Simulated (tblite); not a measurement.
Parent: `[CH:1]#[C:2]/[CH:3]=[CH:4]/[CH2:5][F:6]` with C3–C4–C5–F6 0°, C5H5F.

Structures optimised with GFN2-xTB, isolated species. One conformer each, not checked by frequencies here.

| coordinate of the parent | value |
| --- | --- |
| C1≡C2 | 1.201 Å |
| C2–C3 | 1.409 Å |
| C3=C4 | 1.331 Å |
| C4–C5 | 1.493 Å |
| C5–F6 | 1.372 Å |
| C1–C2–C3 | 178.8° |
| C2–C3–C4 | 123.2° |
| C3–C4–C5 | 124.4° |
| C4–C5–F6 | 112.3° |

Task: How does the shared frame change in `[CH2:1]=[CH:2][C:3]#[C:4]/[CH:5]=[CH:6]/[CH2:7][F:8]` with C5–C6–C7–F8 141°, C7H7F? Atoms pair as C1 = C3, C2 = C4, C3 = C5, C4 = C6, C5 = C7, F6 = F8 (parent first).

Result: 
| parent | relative | value in the relative | change |
| --- | --- | --- | --- |
| C1≡C2 | C3≡C4 | 1.209 Å | +0.008 |
| C2–C3 | C4–C5 | 1.404 Å | -0.005 |
| C3=C4 | C5=C6 | 1.334 Å | +0.003 |
| C4–C5 | C6–C7 | 1.491 Å | -0.002 |
| C5–F6 | C7–F8 | 1.377 Å | +0.005 |
| C1–C2–C3 | C3–C4–C5 | 179.3° | +0.5 |
| C2–C3–C4 | C4–C5–C6 | 123.3° | +0.1 |
| C3–C4–C5 | C5–C6–C7 | 123.6° | -0.8 |
| C4–C5–F6 | C6–C7–F8 | 110.8° | -1.5 |

Of the parent's bonds, C1–C2 changes most (+0.008 Å). Bonds of the relative outside the shared frame: C1=C2 1.331, C2–C3 1.405 Å. Point group Cs → C1.

Task: How does the shared frame change in `[CH3:1][C:2]#[C:3]/[CH:4]=[CH:5]/[CH2:6][F:7]` with C4–C5–C6–F7 0°, C6H7F? Atoms pair as C1 = C2, C2 = C3, C3 = C4, C4 = C5, C5 = C6, F6 = F7 (parent first).

Result: 
| parent | relative | value in the relative | change |
| --- | --- | --- | --- |
| C1≡C2 | C2≡C3 | 1.203 Å | +0.002 |
| C2–C3 | C3–C4 | 1.408 Å | -0.001 |
| C3=C4 | C4=C5 | 1.331 Å | 0.000 |
| C4–C5 | C5–C6 | 1.493 Å | 0.000 |
| C5–F6 | C6–F7 | 1.373 Å | +0.001 |
| C1–C2–C3 | C2–C3–C4 | 178.9° | +0.1 |
| C2–C3–C4 | C3–C4–C5 | 123.5° | +0.3 |
| C3–C4–C5 | C4–C5–C6 | 124.3° | -0.1 |
| C4–C5–F6 | C5–C6–F7 | 112.4° | +0.1 |

No shared bond changes by more than 0.004 Å. Bonds of the relative outside the shared frame: C1–C2 1.445 Å.

The numbers are calculated, not measured.
